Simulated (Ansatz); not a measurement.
Consider the hydrogenolysis of the Sb–Te bond: `[CH3][Sb]([OH])[TeH]` + H₂ → `[CH3][SbH][OH]` + H₂Te.

Program: Ansatz. Geometries: PBE0-D4/def2-TZVP. ΔE: electronic, gas phase. CCSD(T)/CBS adds triple-zeta CCSD(T) − MP2 to the extrapolated MP2 energy (def2 sets, frozen cores). This one scheme is used for every species. Elements past krypton have def2 core potentials. For Sb, Te outer-core shells are correlated without core-valence functions, which leaves a few kJ/mol of doubt a bond. One conformer a species, not always the lowest.

```csv
species,CCSD(T)/def2-SVP energy (Eh)
`[CH3][Sb]([OH])[TeH]`,-622.45278
H₂,-1.16345
`[CH3][SbH][OH]`,-355.29741
H₂Te,-268.29508
```

Problem. Work out ΔE.

Solution. ΔE = (-355.29741) + (-268.29508) − (-622.45278) − (-1.16345) = 0.02374 Eh = +62.3 kJ/mol. CCSD(T)/CBS gives +86.7 kJ/mol.

Largest T1 diagnostic among the species: 0.013.

From PBE to PBE0 (25 % exact exchange), in def2-TZVPP and without D4, ΔE moves by −5.6 kJ/mol. In def2-TZVPP, CCSD(T) changes the Hartree–Fock value by +19.4 kJ/mol (the triples alone add +7.1 kJ/mol) and MP2 by +38.2 kJ/mol. Leaving LDA and LC-ωPBE aside and taking each functional with its dispersion term where it has one, the values, not all of them listed here, spread over 28.5 kJ/mol, from B97M-V to revPBE-D4.
